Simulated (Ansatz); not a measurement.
Wavefunction ladder for `[Cl][Sb]([SeH])[TeH]`

```xyz
6

Cl   -0.900   -1.973   -1.524
Sb    0.251    0.015   -0.952
Se   -1.467    1.117    0.570
Te    1.597   -1.230    1.110
H    -2.008    1.940   -0.526
H     2.527    0.131    1.322
```

Charge 0, multiplicity 1. Correlated methods include outer-core shells of Sb, Se, Te, which these sets cover unevenly. Scalar relativity is left out up to krypton. Sb, Te takes the def2 core potential. Geometry: relaxed with PBE0-D4/def2-TZVP. It is one conformer, not always the lowest. Frozen core, restricted reference, Ansatz 0.2.0.

| basis | HF (Eh) | MP2 corr. |
| --- | --- | --- |
| def2-SVP | -3366.39475 | -0.60010 |
| def2-TZVPP | -3366.87710 | -1.27170 |
| def2-QZVPP | -3366.94257 | -1.99869 |

(1) Estimate the CCSD correlation energy and the (T) correction in each basis where they were run (hartree).

## Answers

(1) 
```csv
basis,CCSD corr.,(T)
def2-SVP,-0.63603,-0.01903
def2-TZVPP,-1.25966,-0.04350
```
